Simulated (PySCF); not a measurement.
Two species compared at the same levels of theory.

First species: thiepane, C6H12S.
InChI=1S/C6H12S/c1-2-4-6-7-5-3-1/h1-6H2

Second species: C4H11NOSi2.
SMILES: `CC(=O)N[SiH]1C[SiH2]C1`

Levels: B3LYP/def2-SVPD for dipole moment, HOMO energy, LUMO energy, HOMO–LUMO gap, static isotropic polarisability and electronic spatial extent ⟨r²⟩ about the centre of nuclear charge; TDDFT B3LYP/def2-SVPD for lowest singlet excitation; TDA B3LYP/def2-SVPD for lowest triplet excitation (Tamm–Dancoff); ΔSCF B3LYP/def2-SVPD for vertical ionisation energy; PBE0-D3(BJ)/def2-SVP for rotational constant A and rotational constant C. Geometries: PBE0-D3(BJ)/def2-SVP. Each species is one conformer at its optimised geometry, gas phase, non-relativistic unless stated. Electronic properties by PySCF.

Dipoles, sizes and rotational constants follow the conformer. The torsions of the flexible species, by atom-mapped SMILES:
- `[CH3:1][C:2](=[O:3])[NH:4][SiH:5]1[CH2:6][SiH2:7][CH2:8]1`: C1–C2–N4–Si5 180°, C2–N4–Si5–C6 168°

| property | column X | column Y |
| --- | --- | --- |
| dipole moment | 1.79 D | 3.13 D |
| HOMO energy | -6.02 eV | -7.31 eV |
| LUMO energy | 0.36 eV | -0.21 eV |
| HOMO–LUMO gap | 6.38 eV | 7.10 eV |
| lowest singlet excitation | 5.31 eV | 5.50 eV |
| lowest triplet excitation (Tamm–Dancoff) | 4.97 eV | 5.04 eV |
| static isotropic polarisability | 91.2 au | 109.8 au |
| vertical ionisation energy | 8.29 eV | 9.16 eV |
| electronic spatial extent ⟨r²⟩ about the centre of nuclear charge | 936 bohr² | 1631 bohr² |
| rotational constant A | 2.626 GHz | 2.998 GHz |
| rotational constant C | 1.427 GHz | 0.781 GHz |

Problem. Which column belongs to which species?

Solution. Column X is the first species and column Y the second. The first has 19 atoms and 64 electrons, the second 19 and 78.

Problem. How does each property change from the first species to the second?

Solution. dipole moment +1.34 D; HOMO energy -1.29 eV; LUMO energy -0.57 eV; HOMO–LUMO gap +0.72 eV; lowest singlet excitation +0.19 eV; lowest triplet excitation (Tamm–Dancoff) +0.07 eV; static isotropic polarisability +18.6 au; vertical ionisation energy +0.87 eV; electronic spatial extent ⟨r²⟩ about the centre of nuclear charge +695 bohr²; rotational constant A +0.372 GHz; rotational constant C -0.646 GHz.

On the first: The vertical singlet–triplet gap S1 − T1 is 0.34 eV (TDDFT singlet less Tamm–Dancoff triplet; S1: HOMO→LUMO+1, weight 0.73; T1: HOMO→LUMO+1, weight 0.66). S1 lies 1.07 eV below the HOMO–LUMO gap; its leading configuration is HOMO→LUMO+1, weight 0.73.

On the second: The polarisability is 16.27 Å³ as a volume (1 au = 0.148185 Å³), or 1.41 au for each of the 78 electrons. In wavenumbers S1 is 44400 cm⁻¹ (1 eV = 8065.54 cm⁻¹).
